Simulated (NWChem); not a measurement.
# ammonium (NH4 cation); SMILES [NH4+]

Results from NWChem. Structure relaxed at the PBE0-D3(BJ)/def2-TZVP level. Core excitations by TDA in a window of 1s orbitals, non-relativistic and unshifted: absolute energies depend strongly on the exact-exchange share.

**Question.** Estimate the computed values for N K edge, PBE0/cc-pVTZ. Quantities: first 1s excitation (eV); dipole oscillator strength of the first; first state with f > 0.002 (eV); dipole oscillator strength of that state.

**Answer.** 
```yaml
first 1s excitation (eV): 393.7
dipole_oscillator_strength_of_the_first: 0.0000
first state with f > 0.002 (eV): 395.1
dipole_oscillator_strength_of_that_state: 0.0358
```
